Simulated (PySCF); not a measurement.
Computed IR spectrum (relative IR intensity) of a molecule CH₄ClFOSi. The structure is a stationary point at PBE-D3(BJ)/def2-SVP. The values are those of a single conformer. All values below come from PBE-D3(BJ)/def2-SVP run with PySCF. Frequencies are harmonic and unscaled.

ν (cm⁻¹): 211 (vw), 344 (m), 563 (m), 749 (w), 804 (m), 817 (vs), 913 (vs), 1113 (vs), 1172 (s), 1420 (vw), 1424 (w), 2231 (s), 2933 (m), 3013 (w), 3060 (w) (against the strongest line: vs over 80 %, s over 45 %, m over 15 %, w over 4 %, vw less)

Q: Which molecule gave these data?
A. OC[Si@@H](F)Cl
B. O[Si@@H](Cl)CF
C. C[Si@](O)(F)Cl
D. CO[SiH](F)Cl

A: D, CO[SiH](F)Cl
